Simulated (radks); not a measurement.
The numbers below are computed, except where a source is named.
Task: All-electron atom: Ga27+ in 1s1.75 2s2 2p0.25 (fractional occupations, a model configuration). Level of theory: Dirac Kohn-Sham, PBEsol, spin-unpolarised, spherical densities, finite nucleus; open shells fill j = l - 1/2 first; Fermi nuclear charge, rms radius 3.9973 fm (a radial shooting solver on a logarithmic mesh with Libxc functionals). Some entries of the table are withheld. Estimate them.

| orbital | occ. | eigenvalue (eV) | <r> (bohr) | <r^2> (bohr^2) |
|---|---|---|---|---|
| 1s1/2 | 1.75 | -12240.17 | 0.04821 | 0.003120 |
| 2s1/2 | 2 | -2828.154 | 0.1992 | 0.04647 |
| 2p1/2 | 0.25 | (1) | (2) | 0.03422 |
| 2p3/2 | 0 | (3) | (4) | 0.03530 |

Result: 
(1) 2p1/2 eigenvalue (eV): -2761.172
(2) 2p1/2 <r> (bohr): 0.1683
(3) 2p3/2 eigenvalue (eV): -2725.413
(4) 2p3/2 <r> (bohr): 0.1712
